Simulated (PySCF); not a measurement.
A species of formula C5H15NOSi2 has this rotational fingerprint, computed with PBE0/pcSseg-1 in PySCF (dipole) on a GFN2-xTB geometry, gas phase:

* Rotational constants: A = 1445, B = 789.1, C = 671.5 MHz
* Dipole components: |μa| = 0.80 D, |μb| = 0.80 D, |μc| = 0.45 D
* Inertial defect: -237.69 u·Å²
* κ: -0.70

Problem. Which candidate fits, each taken in the one conformer that was computed?
A. `[CH2:1]=[C:2]([CH3:3])[Si@H:4]([CH2:5][SiH2:6][NH2:7])[O:8][CH3:9]` with C1–C2–Si4–C5 124°, C2–Si4–C5–Si6 172°, Si4–C5–Si6–N7 49°, C5–Si6–N7–H -47° and 178°, C2–Si4–O8–C9 75°
B. `[CH3:1][C:2](=[O:3])[N:4]([CH3:5])[CH2:6][CH:7]([SiH3:8])[SiH3:9]` with C1–C2–N4–C5 3°, C2–N4–C6–C7 -68°, N4–C6–C7–Si8 -49°
C. `[CH2:1]=[C:2]([CH3:3])[CH2:4][CH2:5][O:6][Si@H:7]([NH2:8])[SiH3:9]` with C1–C2–C4–C5 85°, C2–C4–C5–O6 66°, C4–C5–O6–Si7 -130°, C5–O6–Si7–N8 173°, O6–Si7–N8–H -88° and 51°

Solution. C. It is C=C(C)CCO[Si@H](N)[SiH3], an asymmetric top, point group C1. The candidates at the same level (rigid rotor, commonest isotopes):

```csv
SMILES,A (MHz),B (MHz),C (MHz),μa (D),μb (D),μc (D),Δ (u·Å²),point group,rotor
CC(=O)N(C)CC([SiH3])[SiH3],1421,998.4,740.2,3.64,3.33,1.01,-179.00,C1,asymmetric top
C=C(C)[Si@H](C[SiH2]N)OC,1751,714.3,548.0,0.14,0.14,0.77,-73.85,C1,asymmetric top
C=C(C)CCO[Si@H](N)[SiH3],1445,789.1,671.5,0.80,0.80,0.45,-237.69,C1,asymmetric top
```

`CC(=O)N(C)CC([SiH3])[SiH3]` has B 27 % too high; `C=C(C)[Si@H](C[SiH2]N)OC` has A 21 % too high. No structure here is proved a minimum.
